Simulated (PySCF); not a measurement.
Compound: N-tert-butylformamide, C5H11NO.
Numbering: `[CH3:1][C:2]([CH3:3])([CH3:4])[NH:5][CH:6]=[O:7]` (hydrogens: H8, H9, H10 on C1; H11, H12, H13 on C3; H14, H15, H16 on C4; H17 on N5; H18 on C6)

Jobs on this species (18 atoms, 56 electrons) with PySCF (density fitting). Hardware of each: one thread, Arm Neoverse V2 (shared host). The host was shared with other jobs, so the times are rough.

Question: Rank these jobs by wall time, shortest first.
A. B3LYP/def2-TZVP; spin–spin couplings from 17 perturbed nuclei, spin–dipole term for 1 of them; 283 basis functions
B. CAM-B3LYP/def2-SVPD; 10 singlets by full TDDFT, 4 Tamm–Dancoff triplets, polarisability, ΔSCF ions; 231 basis functions
C. B3LYP/6-31G-J; spin–spin couplings from 17 perturbed nuclei, spin–dipole term for 1 of them; 128 basis functions
D. delta-SCF UKS SCAN, pcX-2 on the ionised atom, pcseg-1 elsewhere, spin-free X2C; ΔSCF core ionisation, 5 holes; 184 basis functions

Answer: C (22 s), D (55 s), A (89 s), B (3.0 min).

All jobs:

```tsv
level and settings	work	basis functions	SCF cycles	wall time
PBE0/pcSseg-1	shieldings, charges and field gradients	174	14	18 s
B3LYP/pcJ-0	spin–spin couplings from 17 perturbed nuclei, spin–dipole term for 1 of them	124	15	20 s
B3LYP/6-31G*	spin–spin couplings from 17 perturbed nuclei, spin–dipole term for 1 of them	120	15	20 s
B3LYP/6-31G-J	spin–spin couplings from 17 perturbed nuclei, spin–dipole term for 1 of them	128	15	22 s
PBE0-D3(BJ)/def2-SVP, grid level 1	geometry optimisation from a GFN2-xTB start	153	34	40 s
delta-SCF UKS SCAN, pcX-2 on the ionised atom, pcseg-1 elsewhere, spin-free X2C	ΔSCF core ionisation, 5 holes	184	92	55 s
B3LYP/pcJ-1	spin–spin couplings from 17 perturbed nuclei, spin–dipole term for 1 of them	299	15	66 s
B3LYP/def2-TZVP	spin–spin couplings from 17 perturbed nuclei, spin–dipole term for 1 of them	283	15	89 s
CAM-B3LYP/def2-SVPD	10 singlets by full TDDFT, 4 Tamm–Dancoff triplets, polarisability, ΔSCF ions	231	14	3.0 min
```

Q: What do all jobs in the table cost together?

A: About 8.5 min; the longest takes about 35 % of that, and about 10 times as long as the shortest.
